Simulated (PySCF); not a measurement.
The dipole of `C=Cc1c[pH]cc1C(F)(F)F` from its density and from atomic charges.

Coordinates (GFN2-xTB, Å) and charges (e) from the PBE0/pcSseg-1 density (PySCF):

```json
{"atom": "C1", "x": "2.620", "y": "-0.840", "z": "-0.278", "Mulliken": "-0.1094", "IAO": "-0.2930", "Hirshfeld": "-0.0849", "ESP-fitted": "-0.3274"}
{"atom": "C2", "x": "1.545", "y": "-0.093", "z": "-0.495", "Mulliken": "-0.1180", "IAO": "-0.1491", "Hirshfeld": "-0.0526", "ESP-fitted": "-0.2764"}
{"atom": "C3", "x": "0.208", "y": "-0.438", "z": "-0.040", "Mulliken": "-0.0693", "IAO": "+0.0011", "Hirshfeld": "-0.0068", "ESP-fitted": "+0.1628"}
{"atom": "C4", "x": "-0.258", "y": "-1.695", "z": "0.178", "Mulliken": "-0.3624", "IAO": "-0.3734", "Hirshfeld": "-0.1044", "ESP-fitted": "-0.2389"}
{"atom": "P5", "x": "-1.912", "y": "-1.706", "z": "0.875", "Mulliken": "+0.4699", "IAO": "+0.4420", "Hirshfeld": "+0.1515", "ESP-fitted": "-0.0485"}
{"atom": "C6", "x": "-2.013", "y": "0.070", "z": "0.596", "Mulliken": "-0.3193", "IAO": "-0.3429", "Hirshfeld": "-0.0971", "ESP-fitted": "-0.2038"}
{"atom": "C7", "x": "-0.822", "y": "0.563", "z": "0.196", "Mulliken": "-0.3044", "IAO": "-0.0681", "Hirshfeld": "-0.0436", "ESP-fitted": "-0.0645"}
{"atom": "C8", "x": "-0.571", "y": "2.023", "z": "-0.009", "Mulliken": "+0.9450", "IAO": "+0.8003", "Hirshfeld": "+0.2600", "ESP-fitted": "+0.4655"}
{"atom": "F9", "x": "-0.337", "y": "2.332", "z": "-1.301", "Mulliken": "-0.2772", "IAO": "-0.2842", "Hirshfeld": "-0.0944", "ESP-fitted": "-0.1880"}
{"atom": "F10", "x": "0.494", "y": "2.473", "z": "0.680", "Mulliken": "-0.2721", "IAO": "-0.2798", "Hirshfeld": "-0.0918", "ESP-fitted": "-0.1439"}
{"atom": "F11", "x": "-1.611", "y": "2.780", "z": "0.370", "Mulliken": "-0.2704", "IAO": "-0.2791", "Hirshfeld": "-0.0865", "ESP-fitted": "-0.1801"}
{"atom": "H12", "x": "3.591", "y": "-0.545", "z": "-0.636", "Mulliken": "+0.1226", "IAO": "+0.1599", "Hirshfeld": "+0.0535", "ESP-fitted": "+0.1739"}
{"atom": "H13", "x": "2.574", "y": "-1.758", "z": "0.282", "Mulliken": "+0.1207", "IAO": "+0.1488", "Hirshfeld": "+0.0476", "ESP-fitted": "+0.1659"}
{"atom": "H14", "x": "1.640", "y": "0.841", "z": "-1.031", "Mulliken": "+0.1240", "IAO": "+0.1602", "Hirshfeld": "+0.0371", "ESP-fitted": "+0.1981"}
{"atom": "H15", "x": "0.331", "y": "-2.587", "z": "0.053", "Mulliken": "+0.1066", "IAO": "+0.1653", "Hirshfeld": "+0.0498", "ESP-fitted": "+0.1898"}
{"atom": "H16", "x": "-2.609", "y": "-2.078", "z": "-0.274", "Mulliken": "+0.1033", "IAO": "+0.0123", "Hirshfeld": "+0.0114", "ESP-fitted": "+0.1202"}
{"atom": "H17", "x": "-2.878", "y": "0.669", "z": "0.825", "Mulliken": "+0.1104", "IAO": "+0.1797", "Hirshfeld": "+0.0510", "ESP-fitted": "+0.1951"}
```

**Question.** What dipole does each set of charges give (1 e·Å = 4.803 D), and what does the density give?

**Answer.** The full density gives (-0.25, -2.38, -0.30) D, 2.41 D in size; dipole vectors point from the negative to the positive end.

```tsv
scheme	μx	μy	μz	size (D)	share of the full size (%)	angle to the full dipole (°)
Mulliken	-0.66	-4.80	0.73	4.90	203	16
IAO	-1.56	-4.72	1.23	5.12	212	24
Hirshfeld	-0.69	-1.90	0.51	2.08	86	25
ESP-fitted	-0.25	-2.48	-0.25	2.51	104	1
```

**Question.** Which set comes closest?

**Answer.** Length of the difference vector: ESP-fitted 0.11 D, Hirshfeld 1.04 D, Mulliken 2.66 D, IAO 3.09 D. Closest: ESP-fitted. 

**Question.** What is left for the Hirshfeld atoms' own dipoles?

**Answer.** The shares of the density sum to the whole, so what Σ q r misses lies in dipoles about the nuclei. The atomic dipoles sum to (-0.25, -2.38, -0.30) − (-0.69, -1.90, 0.51) = (0.44, -0.48, -0.81) D, 1.04 D in size.

**Question.** With the origin at the mean of the coordinates, (0.000, 0.001, -0.001) Å, which are the largest single terms, by size, of the Hirshfeld dipole along the direction of the full one?

**Answer.** C8 -2.42, P5 +1.29, F10 +1.14, F11 +1.09, F9 +0.95 D; all 17 atoms together +1.88 D. The single terms depend on the origin, their sum doesn't.

**Question.** Give the size of the full dipole in other units.

**Answer.** 2.41 D = 0.948 au = 0.502 e·Å = 8.04 × 10⁻³⁰ C·m.

One conformer (not necessarily the lowest) at the GFN2-xTB geometry, without solvent, vibrations or thermal averaging.

These values come from a run that also computed NMR shieldings. Time: 48 s; peak memory 1.1 GiB. Hardware: one thread, Arm Neoverse V1 (aarch64) (shared host).

Conformer computed: `[CH2:1]=[CH:2][c:3]1[cH:4][pH:5][cH:6][c:7]1[C:8]([F:9])([F:10])[F:11]`: C1–C2–C3–C4 -27°, C6–C7–C8–F9 -114°.
